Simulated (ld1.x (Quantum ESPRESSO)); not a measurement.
# Logarithmic derivatives: Mg (Z = 12), PAW

ld1.x (Quantum ESPRESSO) 7.5 input, shortened:

```
&input
   title='Mg', zed=12., rel=1, dft='PZ', iswitch=3,
   config='[Ne] 3s1.75 3p0'
 /
 &inputp
   pseudotype=3, lpaw=.true., tm=.true., lloc=-1, rcloc=1.40,
   nlcc=.true., rcore=0.85,
   which_augfun='BESSEL', rmatch_augfun=1.00
 /
4
2S  1  0   2.00   0.00  1.05  1.40  0.0
3S  2  0   1.75   0.00  1.05  1.40  0.0
2P  2  1   6.00   0.00  1.25  1.70  0.0
3P  3  1   0.00   0.00  1.25  1.70  0.0
 &test
   configts(1)='2s2 2p6 3s1.75 3p0'
 /
```

The phase is arctan(r·u′/u) with u = r·R(r), unwrapped; energies in Ry, scanned from -8 to 5 Ry. A pole is an energy at which the radial function vanishes at the test radius. The pseudo phase is shifted by a multiple of π to meet the all-electron one at the reference energy, and phase errors are pseudo minus all-electron; the curves can meet again beyond the range given. Levels narrower than the energy grid can be missing from the lists of poles.

Question: For each channel, where are the poles, and over which energies does the pseudopotential scatter like the atom?

Answer:

| channel | radius (bohr) | reference energy (Ry) | poles, all-electron | poles, pseudo | unbroken range about the reference energy with phases within 0.05 rad | phase error 1 Ry above the reference energy (rad) |
| --- | --- | --- | --- | --- | --- | --- |
| s | 1.86 | -0.47 | -5.89 | -5.89, 4.98 | the whole range | -0.003 |
| p | 1.86 | -0.20 | -3.45 | -3.45 | below 1.2 | +0.018 |

Phases in the s channel:

```
E (Ry)  all-electron  pseudo
 -8.00         1.350   1.349
 -7.76         1.343   1.343
 -7.52         1.336   1.336
 -7.28         1.327   1.326
 -7.04         1.315   1.314
 -6.80         1.297   1.297
 -6.56         1.267   1.267
 -6.32         1.192   1.191
 -6.08         0.311   0.311
 -5.84        -1.628  -1.628
 -5.60        -1.730  -1.730
 -5.36        -1.766  -1.766
 -5.12        -1.787  -1.787
 -4.88        -1.803  -1.803
 -4.64        -1.817  -1.817
 -4.40        -1.830  -1.830
 -4.16        -1.842  -1.842
 -3.92        -1.855  -1.855
 -3.68        -1.868  -1.868
 -3.44        -1.882  -1.883
 -3.20        -1.898  -1.898
 -2.96        -1.915  -1.915
 -2.72        -1.933  -1.934
 -2.48        -1.955  -1.955
 -2.24        -1.979  -1.979
 -2.00        -2.007  -2.008
 -1.76        -2.041  -2.041
 -1.52        -2.080  -2.080
 -1.28        -2.128  -2.128
 -1.04        -2.187  -2.187
 -0.80        -2.262  -2.262
 -0.56        -2.358  -2.358
 -0.32        -2.485  -2.485
 -0.08        -2.651  -2.652
  0.16        -2.868  -2.868
  0.40        -3.130  -3.132
  0.64        -3.413  -3.416
  0.88        -3.675  -3.680
  1.12        -3.891  -3.896
  1.36        -4.058  -4.063
  1.60        -4.184  -4.190
  1.84        -4.280  -4.287
  2.08        -4.355  -4.362
  2.32        -4.415  -4.422
  2.56        -4.464  -4.471
  2.80        -4.504  -4.511
  3.04        -4.538  -4.545
  3.28        -4.567  -4.575
  3.52        -4.592  -4.601
  3.76        -4.614  -4.623
  4.00        -4.634  -4.644
  4.24        -4.652  -4.662
  4.48        -4.668  -4.680
  4.72        -4.683  -4.696
  4.96        -4.697  -4.711
```
